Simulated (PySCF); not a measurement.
A calculated (UHF, PySCF 2.14, aug-cc-pCVTZ-DK, the spin-free X2C one-electron Hamiltonian (Gaussian nucleus)) atom or ion has these occupied shells.

```json
{"shell": "1s", "electrons": "2", "orbital energy (eV)": "-2854.0", "rms radius, mean of both spins (bohr)": "0.105"}
{"shell": "2s", "electrons": "2", "orbital energy (eV)": "-280.17", "rms radius, mean of both spins (bohr)": "0.479"}
{"shell": "2p", "electrons": "6", "orbital energy (eV)": "-209.45", "rms radius, mean of both spins (bohr)": "0.451"}
{"shell": "3s", "electrons": "2", "orbital energy (eV)": "-20.131", "rms radius, mean of both spins (bohr)": "1.73"}
{"shell": "3p", "electrons": "6", "orbital energy (eV)": "-4.076", "rms radius, mean of both spins (bohr)": "2.26"}
```

(1) Name the element and its charge.

## Answers

(1) Cl⁻ (chlorine, charge -1), in [Ar], closed-shell 1S.
